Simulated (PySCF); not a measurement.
# Dipole response of Ca⁺ (calcium, charge +1)

[Ar] 4s1, 2S determinant. Calculation: PySCF 2.14, in dyall-av2z (17s13p4d, 76 functions); the non-relativistic Hamiltonian (point nucleus). Coupled (time-dependent) response in atomic units; α is the mean over directions. A double-zeta set is small for polarisabilities.

```tsv
method	mean α (bohr³)	C₆ (like pair)	S(−4)
UHF	98.01	781.7	9224
PBE	80.75	590.2	6306
PBE0	86.27	648.6	7203
wB97X	87.98	667.0	7487
```

S(−4) is the Cauchy moment in α(ω) = α(0) + S(−4) ω² + …

α(iu) at PBE:

```tsv
u (hartree)	α(iu) (bohr³)
0	80.75
0.0500	67.65
0.100	46.02
0.200	21.54
0.300	12.57
0.500	6.616
0.750	4.229
1.00	3.113
1.50	1.949
2.00	1.330
3.00	0.7184
5.00	0.3002
```

A single London oscillator, α(iu) = α/(1 + u²/ω²), gives C₆ = (3/4) ω α². Matching the computed C₆ needs ω = 4 × 590.2 / (3 × 80.75²) = 0.121 hartree.

For an ion, C₆ is the dispersion term alone; charge-induced terms of lower order in 1/R come first.
